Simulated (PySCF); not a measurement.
Gas-phase reaction: 4 SnF2 + C2F6 → 4 SnF3 + 2 CF

Method: PySCF energies plus ideal-gas RRHO corrections (1 bar). † marks an energy on the PBE0/def2-TZVP geometry and frequencies. MP2 and CCSD(T) freeze the core. Open shells (unrestricted): SnF3 (multiplicity 2), CF (multiplicity 2); the rest are closed-shell singlets. Spin-orbit splitting is ignored; it lowers the true energy and changes the entropy of CF. B3LYP is the form with VWN-RPA correlation. Sn: scalar-relativistic def2 core potential, no spin-orbit coupling. SnF3: computed as isolated molecules; such fragments, hydroxides, amides, oligomers or adducts are transient or little studied in the gas. MP2 isn't extrapolated to the basis-set limit. CCSD(T) isn't extrapolated to the basis-set limit.

```csv
level,"ΔH°(298 K), kJ"
B3LYP/def2-TZVP†,…
BLYP/def2-TZVP†,1094
CCSD(T)/def2-SVP†,1178
HF/def2-TZVP†,…
MP2/def2-SVP†,1154
MP2/def2-TZVPP†,1200
PBE0/def2-QZVP†,…
```

Q: Some entries are withheld; supply them.

A: 
- B3LYP/def2-TZVP†, ΔH°(298 K), kJ: 1131
- HF/def2-TZVP†, ΔH°(298 K), kJ: 851
- PBE0/def2-QZVP†, ΔH°(298 K), kJ: 1142
